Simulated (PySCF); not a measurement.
Compound: C₃H₁₀O₂SSi.
Numbering: `[CH3:1][O:2][SiH2:3][O:4][CH2:5][CH2:6][SH:7]` (hydrogens: H8, H9, H10 on C1; H11, H12 on Si3; H13, H14 on C5; H15, H16 on C6; H17 on S7)

Computed, not measured: TDDFT PBE0/def2-SVPD, vertical, gas phase, core orbitals frozen in the response (PySCF 2.14.0, density-fitted response routines). Geometry: GFN2-xTB, one conformer, isolated molecule. Note that the optimisation stopped short of convergence; the values belong to its last geometry.

Computed states:

| state | E (eV) | f |
| --- | --- | --- |
| S1 | 5.41 | 0.0084 |
| S2 | 6.24 | 0.035 |
| S3 | 6.74 | 0.0062 |
| S4 | 6.85 | 0.050 |
| S5 | 7.03 | 0.0040 |
| S6 | 7.10 | 0.0019 |
| S7 | 7.34 | 0.017 |
| S8 | 7.41 | 0.029 |

Each state is given a Gaussian of 0.3 eV full width at half maximum, with ε(max) = 2.175×10⁸ f / Δν̃ (Δν̃ the width in cm⁻¹). The width is an assumption, not a result. The curve ends short of the highest state used, and states not computed would add to its high-energy end.

Task: What does the envelope look like, and where are its maxima?

Result: 
| λ (nm) | ε (L mol⁻¹ cm⁻¹) |
| --- | --- |
| 182.0 | 4836 |
| 184.4 | 3265 |
| 186.7 | 1570 |
| 189.1 | 647 |
| 191.4 | 675 |
| 193.8 | 1479 |
| 196.1 | 2550 |
| 198.5 | 3152 |
| 200.8 | 2777 |
| 203.2 | 1764 |
| 205.5 | 857 |
| 207.9 | 305 |
| 210.2 | 89 |
| 212.6 | 22 |
| 214.9 | 16 |
| 217.3 | 47 |
| 219.6 | 126 |
| 222.0 | 278 |
| 224.4 | 482 |
| 226.7 | 662 |
| 229.1 | 750 |
| 231.4 | 702 |
| 233.8 | 545 |
| 236.1 | 363 |
| 238.5 | 202 |
| 240.8 | 99 |
| 243.2 | 41 |
| 245.5 | 16 |
| 247.9 | 5 |
| 250.2 | 1 |

Maxima: 229 nm (5.40 eV), ε about 750, made up of S1 (100%); 199 nm (6.24 eV), ε about 3200, made up of S2 (100%) (ε in L mol⁻¹ cm⁻¹; maxima over ε = 5, shares over 10%). At its high-energy end, 6.81 eV, the curve is still rising (ε about 4800, from S4).

Task: What would ε be at 6.24 eV, the highest of these maxima, with half the width (0.15 eV)?

Result: About 6310 L mol⁻¹ cm⁻¹ against 3160, a factor of about 2.00; a lone state at its own centre would give exactly 2.

Task: On this curve, what absorbance would a 10⁻⁴ mol/L sample give at 193 nm over a 1 cm path?

Result: 193 nm is 6.424 eV, where ε is about 1100 L mol⁻¹ cm⁻¹, so A = ε c l ≈ 0.11 (Beer–Lambert, with the gas-phase spectrum and the assumed width).

Task: Coming from long wavelengths, where does ε first pass 100 L mol⁻¹ cm⁻¹?

Result: At about 241 nm (5.15 eV), 0.26 eV below S1.
